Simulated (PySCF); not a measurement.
# Reading the logs of faulty runs: BH4NOSi

All numbers below are calculated, not measured. The program is PySCF 2.14.0, an open-source quantum chemistry code, run on an isolated molecule that a program drew, which may never have been made. The molecule is BH4NOSi (charge 0, singlet), drawn as the SMILES string `N=B[SiH2]O`.

Each row is a Hartree-Fock (HF) and frozen-core CCSD(T) single point in the cc-pV(D+d)Z basis, meant for a local HF minimum. Run 1 is clean. Each other run has one planted mistake out of seven kinds, and not every kind appears here: one electron removed, one electron added, multiplicity raised by two, geometry at a saddle point, minimal basis STO-3G, one bond length entered in bohr, all coordinates scaled. The reference is restricted for singlets and unrestricted otherwise, and also for a bond in bohr. Adding or removing an electron swaps singlet and doublet. Electrons count all cores. HOMO and LUMO are orbital energies over both spins, the gradient is its largest component, and the lowest frequency (negative if imaginary) is given only where the gradient is small. Bond lengths are over the 7 bonds as drawn. T1 is the CCSD diagnostic: over 0.02 (restricted) or 0.045 (unrestricted) a single reference is doubtful.

Geometry of the clean run:
```xyz
8
BH4NOSi, angstrom
N     2.8044   -0.8576   -0.7733
B     1.7432   -0.6028   -1.3386
Si    0.0002   -0.1674   -2.2458
O     0.0790    1.2818   -3.0315
H     3.6569   -1.0716   -0.3271
H    -1.0630   -0.1685   -1.2172
H    -0.2987   -1.1794   -3.2719
H     0.3367    2.0575   -2.5569
```

```
run,electrons,basis functions,<S^2>,HOMO (eV),LUMO (eV),gradient (hartree/bohr),lowest frequency (cm^-1),mean bond (Å),longest bond (Å),T1,HF (hartree),CCSD(T) (hartree),mistake
1,38,85,0.000,-11.47,2.90,2.7e-05,141,1.3963,2.013,0.0155,-445.31995,-445.89761,no fault
2,39,85,0.760,1.86,9.14,7.5e-02,-,1.3963,2.013,0.0187,-445.23151,-445.82332,one electron added
3,38,85,2.020,-5.48,-0.03,2.2e-01,-,1.3963,2.013,0.0154,-445.14814,-445.68116,?
4,37,85,0.759,-17.31,-7.75,1.0e-01,-,1.3963,2.013,0.0256,-444.97970,-445.50191,?
```

**Which mistake was planted in run 3, and what did it cost?**

Electrons, basis and geometry are unchanged, and <S^2> is 2.020, beside S(S+1) = 2.00 for a multiplicity of 3. So the mistake is: multiplicity raised by two. Subtracting run 1 and multiplying by 627.51 kcal/mol a hartree, the energy moved by 107.8 kcal/mol in HF and 135.8 kcal/mol in CCSD(T).

**Which mistake was planted in run 4, and what did it cost?**

It counts 37 electrons, one fewer than the clean run, at the same geometry and basis. So the mistake is: one electron removed. Subtracting run 1 and multiplying by 627.51 kcal/mol a hartree, the energy moved by 213.5 kcal/mol in HF and 248.3 kcal/mol in CCSD(T).

Cautions from the logs. Run 2: the HOMO is above zero, so the electron isn't bound and the energy depends on the basis.
